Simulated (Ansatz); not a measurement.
Calculated with Ansatz (gas phase, PBE0-D4/def2-TZVP geometries, no zero-point term in ΔE). CCSD(T)/CBS adds triple-zeta CCSD(T) − MP2 to the extrapolated MP2 energy (def2 sets, frozen cores). This one scheme is used for every species. Functionals use def2-TZVPP. Each species was taken in one conformer, which may not be the lowest.

Reaction (cleavage of the Si–Al bond): `F[SiH2][AlH2]` + `O[SiH2][SiH3]` → `F[SiH2]O[SiH2][SiH3]` + `[AlH3]`

CCSD(T)/CBS gives -140.9 kJ/mol.

Question: Another level gave -150.7 kJ/mol. Which?
A. PBE/def2-TZVPP
B. B2PLYP/def2-TZVPP
C. r2SCAN-D4/def2-TZVPP
D. MP2/def2-TZVPP

Answer: D. MP2/def2-TZVPP -150.7, B2PLYP -142.0, r2SCAN-D4 -134.7, PBE -107.8 kJ/mol.

Largest T1 diagnostic among the species: 0.012.

The D4 term adds −7.4 kJ/mol with B3LYP and −4.3 kJ/mol with PBE0; it sums over pairs of atoms, weighted by their polarisabilities, and B3LYP, whose exchange is more repulsive, gets the larger term. From PBE to PBE0 (25 % exact exchange), in def2-TZVPP and without D4, ΔE moves by −10.7 kJ/mol. In def2-TZVPP, CCSD(T) changes the Hartree–Fock value by +19.4 kJ/mol (the triples alone add +2.2 kJ/mol) and MP2 by +10.2 kJ/mol.

B3LYP here is the variant with VWN-RPA as its local correlation; programs differ in this.
